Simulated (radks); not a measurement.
Results of a calculation; reference values are marked as such.
Neutral nickel inside a hard spherical wall (all orbitals vanish at R), configuration held at [Ar] 3d8 4s2 and not refilled when levels cross. Level of theory: scalar-relativistic Kohn-Sham, LDA (Slater exchange, Perdew-Wang correlation), spin-polarised, spherical densities, finite nucleus; open shells are filled with parallel spins first; Fermi nuclear charge, rms radius 3.7757 fm (a radial shooting solver on a logarithmic mesh with Libxc functionals). Eigenvalues in eV for spin up, with the zero of energy where the potential of the charges vanishes at infinity; a dash marks a level that is unbound or too diffuse for the functional's potential to be trusted. A positive occupied level is held by the wall or, in an anion where self-interaction has pushed it up, behind a barrier. The pressure on the wall is -dE/dV.

R (bohr)  E (hartree)  kinetic (hartree)    e(3s)    e(3p)   e(3d)   e(4s)  e(4p, empty)  e(5s, empty)  pressure (GPa)
free      -1518.08882           1538.495  -111.48  -72.211  -9.991  -6.023        -1.394        -0.026               0
20        -1518.08882           1538.495  -111.48  -72.211  -9.991  -6.023        -1.394         0.089        < 0.0001
15        -1518.08882           1538.495  -111.48  -72.211  -9.991  -6.023        -1.392         0.309        < 0.0001
12        -1518.08880           1538.495  -111.47  -72.209  -9.989  -6.022        -1.374         0.748        0.000235
8         -1518.08698           1538.511  -111.36  -72.090  -9.872  -5.917        -1.038         3.513          0.0836
7         -1518.08248           1538.543  -111.16  -71.892  -9.679  -5.732        -0.635         5.719           0.373
5         -1518.01388           1538.889  -109.55  -70.290  -8.131  -3.966         2.310        18.156            8.83
4         -1517.81472           1539.699  -106.80  -67.559  -5.507  -0.289         7.531        36.964            54.2
3.5       -1517.53899           1540.712  -104.01  -64.817  -2.844   4.000        13.173        55.655             151
